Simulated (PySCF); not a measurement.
## Substituent chemical shifts

Parent skeleton `[CH3:1][SiH3:2]`; one hydrogen on atom 2 is replaced by X. Hydrogens on one atom are averaged.

Isolated molecule, relativity neglected, a single conformation, equivalent nuclei averaged. NMR shieldings at PBE0/pcSseg-1/GIAO; geometry: PBE0-D3(BJ)/def2-SVP; PySCF 2.14.

Shifts are taken against calculated references (same method and geometry level): ¹³C, ²⁹Si, ¹H vs TMS.

Parent (X = H): C1 -10.2, Si2 -69.2, H(C1) 0.20, H(Si2) 3.89 ppm. Effects are Δδ = δ(X) − δ(H), positive for deshielding.

Problem. Give Δδ (ppm) for X = 2-pyridyl, CH2CF3, CONMe2.

Solution. 
```csv
X,SMILES,C1,Si2,H(C1),H(Si2)
2-pyridyl,C[SiH2]c1ccccn1,+3.0,+27.1,+0.37,+0.74
CH2CF3,C[SiH2]CC(F)(F)F,+2.7,+27.6,+0.02,+0.39
CONMe2,C[SiH2]C(=O)N(C)C,+2.0,+10.7,+0.18,+0.60
```

Problem. Which position responds most, and to which substituents?

Solution. Si2: from +10.7 ppm with CONMe2 to +27.6 ppm with CH2CF3.
